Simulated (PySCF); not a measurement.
**Electron correlation in Ho³⁺ (holmium, charge +3)**

[Xe] 4f10, one real determinant. Computed with PySCF 2.14 in cc-pVDZ-X2C, with the spin-free X2C one-electron Hamiltonian (Gaussian nucleus). Frozen: [Ar] 3d10; 36 electrons correlated.

MP2 pair energies summed by pair of shells (mhartree):

```tsv
pair	energy	share (%)
4f-4f	-248.88	25.5
4d-4f	-172.41	17.7
4f-5p	-166.27	17.0
5p-5p	-117.37	12.0
4d-4d	-55.96	5.7
4d-5p	-51.58	5.3
4f-5s	-34.22	3.5
4p-4f	-28.80	2.9
5s-5p	-28.64	2.9
4p-4d	-23.01	2.4
4d-5s	-16.55	1.7
4s-4f	-6.40	0.7
5s-5s	-5.70	0.6
4p-4p	-5.40	0.6
4p-5p	-5.11	0.5
4s-4d	-4.39	0.4
4p-5s	-2.47	0.3
4s-4p	-2.36	0.2
4s-4s	-0.46	0.0
4s-5p	-0.46	0.0
4s-5s	-0.24	0.0
```

Total MP2 correlation energy: -976.69 mhartree.

Same-spin part -383.46 and opposite-spin part -593.23 mhartree; SCS-MP2 scales them by 1/3 and 6/5 to -839.70 mhartree.

The reference is one real determinant that mixes LS terms of this configuration.

This basis was not built for core-valence correlation, so the inner-shell part is incomplete.
